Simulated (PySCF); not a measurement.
ORD: `C[Se]C1=C=CCCCCC1`, C9H14Se

Cartesian coordinates in Å; atom numbers follow the order of the lines, from 1:
```xyz
24

C     2.660   -0.494    1.268
Se    2.044    1.151    0.457
C     0.866    0.385   -0.827
C     0.714   -0.907   -1.001
C     0.122   -2.080   -1.002
C    -1.129   -2.277   -0.179
C    -1.715   -0.978    0.373
C    -2.182    0.043   -0.690
C    -1.429    1.378   -0.773
C    -0.078    1.350   -1.501
H     3.423   -0.224    2.010
H     1.827   -1.014    1.759
H     3.100   -1.143    0.498
H     0.471   -2.910   -1.628
H    -0.935   -2.983    0.649
H    -1.877   -2.781   -0.819
H    -2.568   -1.248    1.016
H    -0.978   -0.505    1.044
H    -2.180   -0.433   -1.687
H    -3.238    0.287   -0.490
H    -2.071    2.112   -1.290
H    -1.276    1.772    0.247
H    -0.225    1.037   -2.547
H     0.351    2.366   -1.530
```

Computed, not measured: PySCF, TDDFT CAM-B3LYP/def2-SVP circular dichroism and optical rotation, one conformer, gas phase. Geometry: PBE0-D3(BJ)/def2-SVP.

The calculation is non-relativistic, which matters for the atoms heavier than Zn. States above about 6.9 eV (minus the energy of the highest occupied orbital) lie near or above the ionisation threshold and depend on the basis. No stereocentre is labelled: unless the shape is locked (an allene, a helicene, a hindered biaryl), the mirror image is equally populated and a measured rotation or CD is zero.

(1) What is the specific rotation at 633, 589.3, 546, 436, 405, 365, 355 nm?

(2) And for the mirror image at 589.3 nm?

(3) What is the molar rotation [Φ] = [α]·M/100 of the geometry above at 589.3 nm?

Answers

(1) [α] in deg dm⁻¹ (g/mL)⁻¹:
| λ (nm) | origin-invariant length gauge | modified velocity gauge | length gauge (centre of mass) | isotropic polarisability (au) |
| --- | --- | --- | --- | --- |
| 633 | +569.4 | +535.5 | +570.0 | 121.2 |
| 589.3 | +675.1 | +635.0 | +676.0 | 121.7 |
| 546 | +814.0 | +765.7 | +815.3 | 122.4 |
| 436 | +1480.1 | +1393.8 | +1484.2 | 125.5 |
| 405 | +1841.2 | +1734.8 | +1847.1 | 126.9 |
| 365 | +2580.9 | +2435.4 | +2591.0 | 129.5 |
| 355 | +2847.4 | +2688.4 | +2859.0 | 130.4 |

(2) -675.1 deg dm⁻¹ (g/mL)⁻¹ (origin-invariant length gauge): the same size and the opposite sign.

(3) With M = 201.18 g/mol, +1358.1 deg cm² dmol⁻¹ (origin-invariant length gauge).

The first excitation lies at 4.36 eV (284 nm) with R = +1.4 × 10⁻⁴⁰ esu² cm² (velocity form).
